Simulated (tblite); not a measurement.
C₆H₉N₂ (doublet state).
SMILES with atom numbers: `[NH2:1][C:2]1[CH2:3][C@@H:4]2[CH:5]=[N:6][C@H:7]1[CH2:8]2` (hydrogens: H9, H10 on N1; H11, H12 on C3; H13 on C4; H14 on C5; H15 on C7; H16, H17 on C8)

Computed geometry: GFN2-xTB, gas phase. This method treats the open shell by occupation alone, without spin polarisation.

(1) List the bond lengths, angles and torsions at this level.

## Answers

(1) 
```tsv
bond	length (pm)	order
N1–C2	137.8	single
C2–C3	149.6	single
C3–C4	155.8	single
C4–C5	150.3	single
C5=N6	127.8	double
N6–C7	146.4	single
C7–C8	153.7	single
C2–C7	150.4	single
C4–C8	153.4	single
N1–H9, N1–H10	101.2	single
C3–H11	109.3	single
C3–H12	109.7	single
C4–H13	108.6	single
C5–H14	107.5	single
C7–H15	108.6	single
C8–H16	108.9	single
C8–H17	108.7	single
```

Bonds in one row agree within 1 pm and their mean is given. Orders are formal, as drawn. A selection of angles:
```tsv
angle	degrees
C2–N1–H9	114.7
H9–N1–H10	113.2
N1–C2–C3	123.0
N1–C2–C7	124.0
C3–C2–C7	106.1
C2–C3–C4	101.2
C2–C3–H11	112.3
C2–C3–H12	113.1
C4–C3–H11	109.4
C4–C3–H12	112.7
H11–C3–H12	108.0
C3–C4–C5	103.1
C3–C4–C8	100.5
C3–C4–H13	115.3
C5–C4–C8	98.5
C5–C4–H13	118.0
C8–C4–H13	118.5
C4–C5–N6	111.0
C4–C5–H14	126.0
N6–C5–H14	122.4
C5–N6–C7	105.9
N6–C7–C8	103.2
N6–C7–H15	112.2
C8–C7–H15	119.2
C2–C7–N6	101.8
C2–C7–C8	100.9
C2–C7–H15	117.1
C7–C8–H16	112.6
C7–C8–H17	113.2
C4–C8–C7	92.5
C4–C8–H16	112.9
C4–C8–H17	114.2
H16–C8–H17	110.4
H10–N1–C2	116.4
```

Torsions: N1–C2–C3–C4 -149° (anticlinal); C2–C3–C4–C5 63° (synclinal); C3–C4–C5–N6 -68° (synclinal); C4–C5–N6–C7 -2° (synperiplanar); C5–N6–C7–C8 -31° (synclinal); N6–C7–C8–C4 49° (synclinal); N1–C2–C7–N6 80° (synclinal); C3–C4–C8–C7 58° (synclinal).

The 6 C–C bonds span 1.496 Å (C2–C3, drawn single) to 1.558 Å (C3–C4, drawn single), a spread of 0.062 Å. N1 (nitrogen bonded to C and 2 H) is pyramidal (angles 116.4°, 114.7° and 113.2°, sum 344.4°, 0.26 Å off the plane of its three neighbours). C5 (carbon bonded to C, N and H) is planar (angles 126.0°, 122.4° and 111.0°, sum 359.4°, 0.06 Å off the plane of its three neighbours). C2 (carbon bonded to 2 C and N) has angles 124.0°, 123.0° and 106.1°, sum 353.1°, 0.22 Å off the plane of its three neighbours. The 3 C–N bonds span 1.278 Å (C5=N6, drawn double) to 1.464 Å (N6–C7, drawn single), a spread of 0.186 Å. The 5-membered ring C2–C3–C4–C8–C7 has internal angles of 92.5° to 106.1° (sum 501°, against 540° for a flat polygon); it is puckered, 0.27 Å rms from its mean plane, widest ring torsion 58°. Of the pairs four or more bonds apart, H10···H12 is among the closest relative to their van der Waals radii: 2.47 Å, 103 % of the sum of Bondi's values.

Point group: C1 (no symmetry element, even within 0.4 Å). Its GFN2-xTB frequencies are all real (lowest 130 cm⁻¹). Torsions: H–N1–C2–C3 152° and 17°.

The run took 0.34 s wall on one thread, AMD EPYC 7R43 (x86_64), shared host with 256 logical CPUs at a one-minute load of 94. These figures are those of the optimisation.

One conformer stands for the species.
